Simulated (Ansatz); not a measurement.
# Ligand exchange: Sn(CH3)(SH) + BH(CH3)(SH) → Sn(SH)2 + BH(CH3)2

Species: Sn(CH3)(SH), singlet; BH(CH3)(SH), singlet; Sn(SH)2, singlet; BH(CH3)2, singlet. The partners trade CH3 for SH: Sn–CH3 and B–SH bonds give way to Sn–SH and B–CH3.

Shapes, held fixed at every level: PBE0-D4/def2-TZVP. Flexible molecules stand in one conformer, not always the lowest. Programs: Ansatz 0.2.0. Electronic energies: no zero-point or thermal term.

| level | kind | ΔE (kJ/mol) | less CCSD(T)/def2-TZVPP | CPU time (sum over the molecules) |
| --- | --- | --- | --- | --- |
| PBE-D4/def2-TZVPP | GGA | -37.9 | -8.9 | 15 s |
| r2SCAN-D4/def2-TZVPP | meta-GGA | -40.5 | -11.5 | 26 s |
| PBE0-D4/def2-TZVPP | global hybrid | -38.8 | -9.8 | 17 s |
| B2PLYP/def2-TZVPP | double hybrid | -38.1 | -9.1 | 31 s |
| MP2/def2-TZVPP | perturbation theory | -31.0 | -2.0 | – |
| CCSD/def2-TZVPP | coupled cluster or CI | -30.8 | -1.8 | – |
| CCSD(T)/def2-TZVPP | coupled cluster or CI | -29.0 | 0.0 | 2.8 min |

The highest level, CCSD(T)/def2-TZVPP, gives ΔE = -29.0 kJ/mol; the levels span -40.5 to -29.0. The column of differences is taken from that level and isn't an error. No measured value is set beside it here. For atoms past krypton def2 sets carry core potentials with scalar relativity. Outer-core shells of Sn are correlated in most correlated rows, in sets that cover them unevenly. Times are processor times on shared x86 and Arm servers, and rough.
